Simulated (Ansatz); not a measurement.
Reaction (formal exchange of groups at a B–C bond): `CC(Cl)BS` + `N=CBO` → `OBBS` + `CC(Cl)C=N`

Computed with Ansatz on PBE0-D4/def2-TZVP structures; ΔE is electronic, products minus reactants. CCSD(T)/CBS adds triple-zeta CCSD(T) − MP2 to the extrapolated MP2 energy (def2 sets, frozen cores). Functionals use def2-TZVPP. B3LYP here is the variant with VWN-RPA as its local correlation; programs differ in this. Each species was taken in one conformer, which may not be the lowest.

`CC(Cl)BS`:

Cartesian coordinates in Å:
```
C -0.457 1.184 -0.100
C -0.628 -0.243 0.353
Cl -1.736 -1.128 -0.781
B 0.598 -1.235 0.342
S 2.153 -0.953 -0.461
H -1.409 1.716 -0.096
H -0.049 1.239 -1.111
H 0.227 1.703 0.579
H -1.138 -0.281 1.317
H 0.508 -2.284 0.901
H 1.931 0.283 -0.943
```

`N=CBO`:

```xyz
8

N    -0.529    1.145   -0.489
C     0.451    0.334   -0.482
B     0.284   -0.927    0.476
O    -0.863   -0.990    1.164
H    -0.388    1.940   -1.113
H     1.344    0.500   -1.098
H     1.100   -1.790    0.610
H    -1.401   -0.212    0.932
```

`OBBS`:

```xyz
8

O     1.604    0.414    0.984
B     0.286    0.582    0.713
B    -0.396   -0.074   -0.683
S    -0.963   -1.751   -0.685
H     1.886    0.851    1.791
H    -0.382    1.234    1.482
H    -0.562    0.576   -1.674
H    -1.472   -1.831   -1.928
```

`CC(Cl)C=N`:

Z-matrix (Å, degrees):
```
C
C 1 1.505
H 1 1.090 2 110.3
H 1 1.090 2 110.6 3 -121.1
H 1 1.092 2 109.3 3 120.3
Cl 2 1.802 1 111.0 3 58.7
C 2 1.500 1 114.9 3 179.6
H 2 1.094 1 111.1 3 -56.8
N 7 1.261 2 121.1 1 6.1
H 7 1.096 2 114.6 1 -174.0
H 9 1.019 7 111.0 2 179.4
```

```json
{"level": "PBE-D4", "ΔE (kJ/mol)": "49.7", "difference from CCSD(T)/CBS": "-3.4"}
{"level": "r2SCAN-D4", "ΔE (kJ/mol)": "51.0", "difference from CCSD(T)/CBS": "-2.1"}
{"level": "PBE0-D4", "ΔE (kJ/mol)": "48.5", "difference from CCSD(T)/CBS": "-4.6"}
{"level": "B3LYP-D4", "ΔE (kJ/mol)": "51.1", "difference from CCSD(T)/CBS": "-2.0"}
{"level": "B2PLYP", "ΔE (kJ/mol)": "51.0", "difference from CCSD(T)/CBS": "-2.1"}
{"level": "r2SCAN", "ΔE (kJ/mol)": "50.5", "difference from CCSD(T)/CBS": "-2.6"}
{"level": "B3LYP", "ΔE (kJ/mol)": "47.5", "difference from CCSD(T)/CBS": "-5.6"}
{"level": "MP2/def2-TZVPP", "ΔE (kJ/mol)": "55.9", "difference from CCSD(T)/CBS": "2.8"}
{"level": "SCS-MP2/def2-TZVPP", "ΔE (kJ/mol)": "52.9", "difference from CCSD(T)/CBS": "-0.2"}
{"level": "CCSD/def2-TZVPP", "ΔE (kJ/mol)": "50.4", "difference from CCSD(T)/CBS": "-2.7"}
{"level": "CCSD(T)/def2-TZVPP", "ΔE (kJ/mol)": "53.0", "difference from CCSD(T)/CBS": "-0.1"}
{"level": "HF/def2-QZVPP", "ΔE (kJ/mol)": "40.6", "difference from CCSD(T)/CBS": "-12.5"}
{"level": "MP2/def2-QZVPP", "ΔE (kJ/mol)": "55.8", "difference from CCSD(T)/CBS": "2.7"}
{"level": "SCS-MP2/def2-QZVPP", "ΔE (kJ/mol)": "52.7", "difference from CCSD(T)/CBS": "-0.4"}
{"level": "MP2/CBS(def2)", "ΔE (kJ/mol)": "55.9", "difference from CCSD(T)/CBS": "2.8"}
{"level": "CCSD/CBS(def2)", "ΔE (kJ/mol)": "50.5", "difference from CCSD(T)/CBS": "-2.6"}
{"level": "CCSD(T)/CBS", "ΔE (kJ/mol)": "53.1", "difference from CCSD(T)/CBS": "0"}
```

Largest T1 diagnostic among the species: 0.016.

The D4 term adds +3.6 kJ/mol with B3LYP and +1.9 kJ/mol with PBE0; it sums over pairs of atoms, weighted by their polarisabilities, and B3LYP, whose exchange is more repulsive, gets the larger term. In def2-TZVPP, CCSD(T) changes the Hartree–Fock value by +12.1 kJ/mol (the triples alone add +2.6 kJ/mol) and MP2 by +14.9 kJ/mol.
